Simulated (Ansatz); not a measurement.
`CO[Si](O)([SiH3])Cl` and `O[Si]([SiH3])([SiH3])Cl` differ in one atom or group.

Ansatz, PBE0-D4/def2-TZVP geometries, multiplicity 1. Each molecule was computed in one conformer, which needn't be the lowest.

| property | `CO[Si](O)([SiH3])Cl` |
| --- | --- |
| HOMO–LUMO gap (PBE0/def2-TZVPP) / eV | 8.13 |
| size of the dipole moment (PBE/def2-TZVPP) / D | 1.45 |
| size of the dipole moment (B3LYP/def2-TZVPP) / D | 1.48 |
| LUMO energy (ωB97M-V/def2-TZVPP) / eV | 1.82 |
| HOMO energy (PBE0/def2-TZVPP) / eV | -8.07 |
| LUMO energy (PBE/def2-TZVPP) / eV | -0.82 |

Problem. Give the same properties after the change, and the shifts. (Estimate.)

Solution. Computed: 
```tsv
property	`O[Si]([SiH3])([SiH3])Cl`	shift
HOMO–LUMO gap (PBE0/def2-TZVPP) / eV	6.73	-1.40
size of the dipole moment (PBE/def2-TZVPP) / D	1.23	-0.22
size of the dipole moment (B3LYP/def2-TZVPP) / D	1.29	-0.19
LUMO energy (ωB97M-V/def2-TZVPP) / eV	0.90	-0.92
HOMO energy (PBE0/def2-TZVPP) / eV	-7.56	0.51
LUMO energy (PBE/def2-TZVPP) / eV	-1.64	-0.82
```

With PBE0 the HOMO rises by 0.51 eV and the LUMO falls by 0.89 eV, so the gap narrows by about 1.40 eV. PBE moves the HOMO by 0.33 eV and ωB97M-V by 0.66 eV. Dipoles are sizes alone; their direction can turn.

B3LYP here is the variant with VWN-RPA as its local correlation; programs differ in this.
